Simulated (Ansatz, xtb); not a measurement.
# Two isomers of H3S2Si2−

Structure X is `[SiH3][Si](=S)[S-]`, a singlet and structure Y is `[SiH-]1S[SiH2]S1`, a singlet. Both are isolated ions in the gas phase, relaxed with PBE-D3(BJ)/def2-SVPD.

Quicker runs give these differences E(Y) − E(X): GFN2-xTB +25.63 kJ/mol; HF/STO-3G −152.56 kJ/mol (at GFN2-xTB geometries); r2SCAN-D4/def2-SVPD +29.25 kJ/mol (at GFN2-xTB geometries).

Problem. Estimate E(Y) − E(X) at the level CCSD(T)/def2-SVPD + ΔMP2/def2-TZVPPD.

Solution. Too close to call at this level: CCSD(T)/def2-SVPD + ΔMP2/def2-TZVPPD gives E(Y) − E(X) = −0.41 kJ/mol.

How the difference moves with the method:

```json
{"level": "GFN2-xTB", "geometry": "GFN2-xTB", "E(Y) − E(X) (kJ/mol)": "+25.63", "departure from the last row (kJ/mol)": "+26.04", "job, with rough time for the two": "optimisation, 0.3 s"}
{"level": "HF/STO-3G", "geometry": "GFN2-xTB", "E(Y) − E(X) (kJ/mol)": "−152.56", "departure from the last row (kJ/mol)": "−152.15", "job, with rough time for the two": "single point, 0.32 s"}
{"level": "r2SCAN-D4/def2-SVPD", "geometry": "GFN2-xTB", "E(Y) − E(X) (kJ/mol)": "+29.25", "departure from the last row (kJ/mol)": "+29.66", "job, with rough time for the two": "single point, 3.3 s"}
{"level": "PBE-D3(BJ)/def2-SVPD", "geometry": "PBE-D3(BJ)/def2-SVPD", "E(Y) − E(X) (kJ/mol)": "+12.74", "departure from the last row (kJ/mol)": "+13.15", "job, with rough time for the two": "optimisation, 29 s"}
{"level": "HF/def2-SVPD", "geometry": "PBE-D3(BJ)/def2-SVPD", "E(Y) − E(X) (kJ/mol)": "+30.46", "departure from the last row (kJ/mol)": "+30.86", "job, with rough time for the two": "part of the CCSD(T) run"}
{"level": "MP2/def2-SVPD", "geometry": "PBE-D3(BJ)/def2-SVPD", "E(Y) − E(X) (kJ/mol)": "+22.41", "departure from the last row (kJ/mol)": "+22.81", "job, with rough time for the two": "part of the CCSD(T) run"}
{"level": "CCSD(T)/def2-SVPD", "geometry": "PBE-D3(BJ)/def2-SVPD", "E(Y) − E(X) (kJ/mol)": "+20.48", "departure from the last row (kJ/mol)": "+20.89", "job, with rough time for the two": "single point"}
{"level": "CCSD(T)/def2-SVPD + ΔMP2/def2-TZVPPD", "geometry": "PBE-D3(BJ)/def2-SVPD", "E(Y) − E(X) (kJ/mol)": "−0.41", "departure from the last row (kJ/mol)": "", "job, with rough time for the two": "single point, 28 s"}
```

As drawn, Y has 3 S–Si in place of 1 Si–Si, 1 S=Si. Structure X has no ring, Y a 4-membered ring.

The largest departure from CCSD(T)/def2-SVPD + ΔMP2/def2-TZVPPD is that of HF/STO-3G, 152.15 kJ/mol. A small imaginary or near-zero mode remains, so no thermal terms are given. The last row adds to CCSD(T) the change of the MP2 difference between the two basis sets, here −20.89 kJ/mol, a large step that makes the value less sure.

The correlated steps freeze 20 core orbitals. Run with Ansatz 0.2.0, xtb 6.7.1; the last row on 2 threads of Intel(R) Xeon(R) Platinum 8488C (Sapphire Rapids) on a shared host.
